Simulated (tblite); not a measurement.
Compound: C3H9BS.
Atom-mapped SMILES: `[CH3:1][B:2]([CH3:3])[CH2:4][SH:5]` (hydrogens: H6, H7, H8 on C1; H9, H10, H11 on C3; H12, H13 on C4; H14 on S5)

Computed with GFN2-xTB (tblite), gas phase: Langevin dynamics at 600 K from the optimised GFN2-xTB geometry, time step 0.5 fs, friction 0.01 fs⁻¹, 2000 steps. Over the second half of the run the saved frames average 543 K.

The optimised geometry, where the run starts:
```
atom  x, y, z in Å
C1     -1.398   -1.171    0.089
B2     -0.331   -0.025    0.267
C3     -0.737    1.448    0.622
C4      1.197   -0.404    0.071
S5      2.369    0.697    0.976
H6     -1.305   -1.646   -0.887
H7     -2.425   -0.833    0.196
H8     -1.236   -1.963    0.820
H9     -1.739    1.720    0.298
H10    -0.721    1.551    1.709
H11    -0.037    2.190    0.244
H12     1.445   -0.298   -0.988
H13     1.435   -1.427    0.364
H14     3.483    0.160    0.477
```

t = 175 fs, T = 839 K, E(pot) 0.701 eV above the start
```
atom  x, y, z in Å  |  force x, y, z in eV/Å
C1     -0.882   -1.375    0.259    0.096   0.936  -0.490
B2     -0.167    0.096    0.084   -0.750  -2.026   0.302
C3     -0.910    1.246    0.834   -0.340   0.285   0.788
C4      1.315    0.060   -0.435    0.479  -0.188  -0.655
S5      2.222   -0.017    1.147    0.451  -0.029   0.860
H6     -0.134   -1.767    1.003   -1.463  -0.140  -0.218
H7     -0.764   -2.020   -0.640   -0.320   0.367   0.683
H8     -2.010   -1.312    0.564    2.393  -0.517  -0.224
H9     -1.901    0.850    1.215    1.366   0.704   0.200
H10    -0.310    1.844    1.587   -0.906  -0.944  -0.534
H11    -1.194    1.989    0.126   -0.250   0.729  -0.739
H12     1.709    0.916   -0.967   -0.058   0.462  -0.100
H13     1.736   -0.824   -1.003   -0.864   0.645   0.706
H14     1.531    0.832    1.957    0.164  -0.285  -0.579
```

t = 200 fs, T = 711 K, E(pot) 0.633 eV above the start
```
atom  x, y, z in Å  |  force x, y, z in eV/Å
C1     -0.589   -1.579    0.143    0.338   2.222  -0.665
B2     -0.234    0.017    0.067    1.506  -1.887   0.655
C3     -0.928    1.157    0.824   -0.977   0.967  -0.977
C4      1.266    0.137   -0.383    0.743   1.054   0.038
S5      2.149   -0.128    1.283   -0.256  -0.397  -1.177
H6     -0.083   -2.171    0.874   -0.028   0.043   0.550
H7     -0.324   -1.986   -0.806    0.071  -0.517  -0.723
H8     -1.629   -1.558    0.224   -1.657  -0.940   0.478
H9     -1.875    0.867    1.270    0.410   0.000   0.846
H10    -0.175    1.659    1.429   -0.577  -0.151   0.560
H11    -1.270    1.961    0.154    0.287  -0.077  -0.199
H12     1.720    1.054   -0.822   -0.396  -0.442   0.412
H13     1.531   -0.681   -1.018    0.532  -0.468  -0.218
H14     1.891    1.100    1.627    0.002   0.593   0.419
```

t = 250 fs, T = 842 K, E(pot) 0.999 eV above the start
```
atom  x, y, z in Å  |  force x, y, z in eV/Å
C1     -0.503   -1.772   -0.231   -2.044  -2.864   0.941
B2     -0.116   -0.332    0.111    0.537   0.634   0.022
C3     -1.069    0.742    0.678   -1.042   0.096  -0.337
C4      1.274    0.334   -0.123    0.658  -1.129  -0.818
S5      2.126   -0.544    1.254    0.733   0.808   0.970
H6      0.107   -2.749   -0.019   -0.431   2.192  -0.781
H7     -0.810   -1.736   -1.339    0.176  -0.489   1.669
H8     -1.445   -2.028    0.489    1.461   0.468  -2.057
H9     -2.017    0.420    1.043   -0.513  -0.586   1.047
H10    -0.549    1.370    1.373   -0.102   0.325   0.481
H11    -1.440    1.376   -0.115    0.479   0.509  -0.585
H12     1.255    1.408    0.045    0.599  -0.247  -0.375
H13     1.812   -0.071   -1.002   -0.099   0.997   0.193
H14     2.719    0.560    1.850   -0.411  -0.712  -0.370
```

t = 450 fs, T = 621 K, E(pot) 1.103 eV above the start
```
atom  x, y, z in Å  |  force x, y, z in eV/Å
C1      0.014   -2.022   -0.298   -0.496  -2.555   0.530
B2      0.429   -0.528   -0.051    0.962  -0.218  -0.200
C3     -0.496    0.721    0.169   -0.481  -0.870  -1.748
C4      1.963   -0.202    0.297   -1.130   1.066  -2.233
S5      2.068   -1.033    1.804    1.090   0.774   3.423
H6     -0.572   -2.304   -1.149   -0.926   0.914  -0.776
H7     -0.709   -2.446    0.554    1.822   0.786  -1.321
H8      0.842   -2.792   -0.560   -0.619   1.253   1.406
H9     -1.433    0.288    0.577    0.464   1.342   0.259
H10     0.131    1.446    0.689   -1.248   0.107   0.375
H11    -0.757    1.172   -0.850    0.214  -0.478   1.358
H12     2.069    0.887    0.442    0.330  -0.497   0.284
H13     2.759   -0.522   -0.337    0.594  -0.300  -0.672
H14     1.581   -2.180    1.561   -0.574  -1.325  -0.686
```

t = 550 fs, T = 796 K, E(pot) 0.839 eV above the start
```
atom  x, y, z in Å  |  force x, y, z in eV/Å
C1     -0.073   -1.899   -0.794   -0.472  -2.502   0.827
B2      0.603   -0.723   -0.101    0.300   1.735   2.703
C3     -0.243    0.549    0.492    0.390  -0.814   0.067
C4      2.047   -0.598    0.566    0.240   1.285  -1.829
S5      2.073   -0.592    2.347    0.105   0.161   1.107
H6     -1.114   -1.640   -0.968    0.191   0.071  -1.432
H7     -0.328   -2.770   -0.099    0.804   0.997   0.091
H8      0.535   -2.503   -1.515   -0.924   1.100  -0.126
H9     -0.413    1.104   -0.411   -0.427   0.709  -0.171
H10    -1.208    0.201    0.884    0.223   0.454  -0.067
H11     0.279    1.214    1.253   -0.709  -1.021  -1.056
H12     2.496    0.413    0.273   -0.586  -0.954   0.427
H13     2.770   -1.290    0.234    0.935  -1.141  -0.317
H14     1.035   -1.373    2.639   -0.070  -0.080  -0.224
```

t = 575 fs, T = 568 K, E(pot) 0.868 eV above the start
```
atom  x, y, z in Å  |  force x, y, z in eV/Å
C1     -0.084   -1.834   -0.811    1.246  -0.571   0.675
B2      0.599   -0.713    0.011    0.793   1.302   1.735
C3     -0.299    0.503    0.524    0.198  -1.705   2.222
C4      2.177   -0.627    0.569   -1.641   0.085  -0.791
S5      2.140   -0.541    2.417    2.593  -1.302  -0.488
H6     -1.124   -1.730   -1.029   -0.250   0.753  -1.092
H7     -0.141   -2.788   -0.323    0.438  -0.637   0.928
H8      0.668   -2.059   -1.560   -0.703   0.052  -1.031
H9     -0.183    1.318   -0.087   -0.039   1.828  -1.545
H10    -1.302    0.127    0.527   -0.771   0.379  -0.090
H11    -0.116    0.899    1.575   -0.036  -0.531  -1.226
H12     2.749    0.214    0.099   -0.421  -0.698   0.711
H13     2.662   -1.573    0.409    0.567  -0.186  -0.202
H14     1.095    0.093    2.657   -1.974   1.231   0.197
```

t = 875 fs, T = 574 K, E(pot) 0.890 eV above the start
```
atom  x, y, z in Å  |  force x, y, z in eV/Å
C1      0.313   -2.080   -0.573    1.058   1.557   1.171
B2      0.645   -0.880    0.482   -0.535   0.421  -0.828
C3     -0.358    0.365    0.784   -1.102  -2.565   1.140
C4      1.927   -1.029    1.392   -0.416  -1.040   1.793
S5      2.837    0.394    2.165   -0.170  -0.293   0.508
H6      0.179   -1.529   -1.511   -0.446  -0.728   0.100
H7     -0.598   -2.533   -0.158    0.526  -0.277  -0.903
H8      1.216   -2.719   -0.669   -1.162  -0.044   0.024
H9     -0.530   -0.020    1.848    0.327   1.400  -0.623
H10     0.141    1.299    0.703    0.091   0.614   0.492
H11    -1.442    0.449    0.453    1.650  -0.273  -0.454
H12     2.731   -1.693    1.102    0.025  -0.069  -0.672
H13     1.492   -1.609    2.299    0.342   0.868  -1.052
H14     3.232   -0.295    3.290   -0.188   0.430  -0.695
```

t = 900 fs, T = 686 K, E(pot) 0.657 eV above the start
```
atom  x, y, z in Å  |  force x, y, z in eV/Å
C1      0.294   -1.869   -0.670    2.020   0.084   3.160
B2      0.645   -0.870    0.580   -0.843  -0.709  -0.180
C3     -0.309    0.369    0.863   -0.471  -1.268  -1.457
C4      1.859   -1.180    1.552   -0.021   0.670   1.114
S5      2.826    0.406    1.966   -0.669  -0.193  -0.175
H6      0.972   -1.508   -1.395   -0.028   0.425  -1.403
H7     -0.750   -1.825   -0.849   -0.297  -0.476  -0.708
H8      0.769   -2.841   -0.385   -1.178   0.284  -0.478
H9     -1.114    0.167    1.554    0.443   0.149   0.840
H10     0.329    1.180    1.060    0.182   1.170   0.876
H11    -0.906    0.623   -0.018    0.314   0.054  -0.309
H12     2.673   -1.765    1.223    0.596  -0.915  -1.027
H13     1.591   -1.689    2.515   -0.260   0.838  -0.615
H14     3.331   -0.053    3.087    0.213  -0.113   0.362
```

t = 925 fs
```
atom  x, y, z in Å
C1      0.343   -1.726   -0.634
B2      0.572   -0.869    0.726
C3     -0.239    0.419    0.905
C4      1.868   -1.179    1.577
S5      2.699    0.404    1.782
H6      1.298   -1.857   -0.919
H7     -0.178   -1.048   -1.279
H8     -0.017   -2.701   -0.361
H9     -0.961    0.266    1.720
H10     0.383    1.306    1.259
H11    -0.763    0.605    0.013
H12     2.588   -1.884    1.147
H13     1.663   -1.572    2.533
H14     3.457    0.239    2.841
```

Question: Estimate the potential energy and the forces of this last frame.

Answer: 0.809 eV above the start.

| atom | Fx (eV/Å) | Fy (eV/Å) | Fz (eV/Å) |
| --- | --- | --- | --- |
| C1 | -1.501 | 1.395 | 3.067 |
| B2 | 0.532 | -0.925 | -0.952 |
| C3 | 0.622 | 0.861 | 1.984 |
| C4 | 0.205 | -0.409 | -0.516 |
| S5 | 0.419 | 1.229 | -0.383 |
| H6 | 3.109 | -0.582 | -1.716 |
| H7 | -0.646 | -0.787 | -0.692 |
| H8 | -0.815 | -0.142 | -0.595 |
| H9 | -0.013 | 0.148 | -0.231 |
| H10 | -0.891 | -0.975 | -0.691 |
| H11 | -0.735 | 0.825 | -0.767 |
| H12 | -0.091 | 0.086 | -0.293 |
| H13 | -0.450 | -0.273 | 1.303 |
| H14 | 0.255 | -0.450 | 0.482 |

The bond farthest from its length at the start is C1–H6 (1.005 against 1.090 Å), and half the difference of its two atoms' forces along it is +3.00 eV/Å (positive lengthens). The largest atomic force is 3.69 eV/Å.

The cost below is that of the whole dynamics run. The run took 6.4 s on an Intel Xeon 6975P-C with one thread, shared host, and the process peaked at 0.19 GiB of memory.
